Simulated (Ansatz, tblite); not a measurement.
Isomers of Li3Cl2 (doublet), found by a short tight-binding search and relaxed with PBE0-D4/def2-TZVP in Ansatz.

The xTB rows come from tblite. HSE06 is defined as in plane-wave codes, on full-range PBE exchange. Correlated methods freeze 10 core orbitals; core or outer-core shells of Li are correlated, in sets that lack core-valence functions.

Other spin states were run for one of them alone.

A:

```xyz
5

Li    1.346    0.778    0.525
Li   -0.122   -1.506   -0.572
Li   -1.505    0.566   -0.062
Cl    0.408    0.643   -1.464
Cl   -0.128   -0.481    1.574
```

B:

```xyz
5

Li    1.6130   -0.9813    0.8465
Li    0.1022    1.6309    1.2692
Li   -0.8577   -0.3249   -1.0577
Cl   -1.4527    1.6078   -0.2424
Cl    0.5953   -1.9325   -0.8156
```

Problem. Estimate their order by electronic energy at CCSD(T)/def2-TZVPP, counted from the lowest.

Solution. B (0.00) < A (0.54), in eV.

Problem. Do the other levels pick the same lowest one?

Solution. All that were run do. Energies above each level's lowest (eV):

```tsv
level	A	B
GFN1-xTB	0.57	0.00
GFN2-xTB	0.32	0.00
HF/def2-TZVPP	0.76	0.00
PBE-D4/def2-TZVP	0.37	0.00
r2SCAN-D4/def2-TZVP	0.42	0.00
PBE0-D4/def2-TZVP	0.46	0.00
HSE06-D4/def2-TZVP	0.44	0.00
BHLYP-D4/def2-TZVP	0.55	0.00
MP2/def2-TZVPP	0.55	0.00
CCSD/def2-TZVPP	0.57	0.00
CCSD(T)/def2-TZVPP	0.54	0.00
```
Point groups (tolerance 0.1 Å): A C2v, B C2v. Lower isomers may exist.
